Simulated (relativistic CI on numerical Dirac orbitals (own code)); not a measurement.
**Co²⁺ in a cubic cluster: L2,3 absorption with charge transfer**

Computed with a charge-transfer multiplet model of a cubic metal-ligand cluster with up to 3 ligand holes, Slater and spin-orbit integrals from Dirac-Coulomb-Breit ions, Slater integrals scaled by 0.7. The ground state mixes d7 with configurations of k ligand holes L, whose averages lie at kΔ + k(k − 1)U_dd/2; a core hole lowers each added d electron by U_cd. 20 K, Lorentzian 0.4 eV and Gaussian 0.3 eV FWHM.

Atomic integrals in eV (Slater integrals scaled, ζ unscaled), ground: F2dd 8.079, F4dd 5.014, zeta_d 0.063; with the core hole: F2dd 8.635, F4dd 5.365, zeta_d 0.084, zeta_core 9.670, F2cd 5.102, G1cd 3.822, G3cd 2.172.

Cluster parameters (eV): Δ = 5.1, U_dd = 6.9, U_cd = 7.9, 10Dq = 0.4, 10Dq(ligand) = 0.4, final-state hopping factor = 1.

Weights, n_d and S are thermal averages at 20 K. Photon energies count from the first peak over 30 % of the highest in each spectrum, which can be another peak from case to case. The parameters are a model scan and need not match a compound or its usual spin state. Peaks in eV (height, largest 100): 0.0 (97), 0.6 (100), 1.4 (96), 15.8 (41), 17.1 (6).

(1) Which parameters give this spectrum?
A. V(eg) = 2 eV, V(t2g) = -1.06 eV
B. V(eg) = 1.1 eV, V(t2g) = -0.58 eV
C. V(eg) = 2.9 eV, V(t2g) = -1.54 eV
D. V(eg) = 1.4 eV, V(t2g) = -0.74 eV
E. V(eg) = 2.6 eV, V(t2g) = -1.38 eV

Results:

(1) D. V(eg) = 1.4 eV, V(t2g) = -0.74 eV; the ground state then has 7.09 d electrons and S = 1.50. The choice follows from running the model for each set and comparing peak positions and heights.
